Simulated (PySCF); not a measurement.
C4H9FSi.

```xyz
15

C      1.3209    -1.3133     0.0000
C     -0.0663    -0.7042     0.0000
F     -0.9768    -1.7492     0.0000
C     -0.2974     0.2562    -1.1882
Si     0.0942     1.6824     0.0000
C     -0.2974     0.2562     1.1882
H      1.4546    -1.9399    -0.8939
H      1.4546    -1.9399     0.8939
H      2.0996    -0.5357     0.0000
H     -1.3737     0.2695    -1.4240
H      0.2681     0.0426    -2.1052
H      1.5181     2.1333     0.0000
H     -0.8013     2.8768     0.0000
H      0.2681     0.0426     2.1052
H     -1.3737     0.2695     1.4240
```
Charge 0, spin multiplicity 1.

The structure is a stationary point at PBE0-D3(BJ)/def2-SVP. The structure was generated by enumeration, and PubChem lists no compound with its InChIKey, so it may never have been made.

Computed with PBE/pcSseg-1 run with PySCF. Non-relativistic, no solvent.

**Question.** Give the absolute GIAO shielding of each atom: isotropic value and principal components (ppm). (Estimate from the structure and the level; the computed values follow.)

**Answer.** 
```csv
atom,σ(iso),σ11,σ22,σ33,span
C1,150.6,129.5,144.2,178.1,48.6
C2,82.5,56.5,57.3,133.6,77.1
F3,255.9,195.3,259.9,312.7,117.4
C4,152.5,132.7,136.2,188.5,55.8
Si5,395.6,342.8,397.5,446.5,103.6
C6,152.5,132.7,136.2,188.5,55.8
H7,29.8,26.4,27.7,35.4,9.0
H8,29.8,26.4,27.7,35.4,9.0
H9,29.7,25.9,29.3,34.0,8.1
H10,29.3,26.7,27.2,33.9,7.2
H11,29.7,26.3,27.3,35.4,9.1
H12,27.1,23.9,25.7,31.6,7.7
H13,26.7,23.4,24.3,32.5,9.1
H14,29.7,26.3,27.3,35.4,9.1
H15,29.3,26.7,27.2,33.9,7.2
```
